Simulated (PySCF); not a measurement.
disilanyl(ethenyl)silane (C₂H₁₀Si₃), SMILES C=C[SiH2][SiH2][SiH3]. Heavy atoms are numbered as in [CH2:1]=[CH:2][SiH2:3][SiH2:4][SiH3:5]. Hydrogens are named by the atom that carries them.

The structure is a stationary point at B3LYP-D3(BJ)/def2-SVP. The values are those of a single conformer.

The numbers are results of CAM-B3LYP/def2-TZVP (PySCF), not measurements.

Atomic charges (e), one atom of each kind:

| atom | IAO | Löwdin |
|---|---|---|
| C1 (CH2) | -0.27 | -0.21 |
| C2 (CH) | -0.42 | -0.33 |
| Si3 (SiH2) | 0.53 | 0.20 |
| Si4 (SiH2) | 0.17 | 0.05 |
| Si5 (SiH3) | 0.34 | 0.12 |
| H on C1 | 0.14 | 0.12 |
| H on C2 | 0.15 | 0.14 |
| H on Si3 | -0.12 | -0.03 |
| H on Si4 | -0.10 | -0.03 |
| H on Si5 | -0.12 | -0.04 |

### Question
Give the Mayer and Wiberg (Löwdin basis) orders of the bonds. (An estimate is asked for; the answer gives what the named calculation found.)

### Answer

```
bond     Mayer  Wiberg
-------  -----  ------
C1–C2     1.89    2.21
C2–Si3    0.96    1.14
Si3–Si4   0.94    1.09
Si4–Si5   0.95    1.16
```
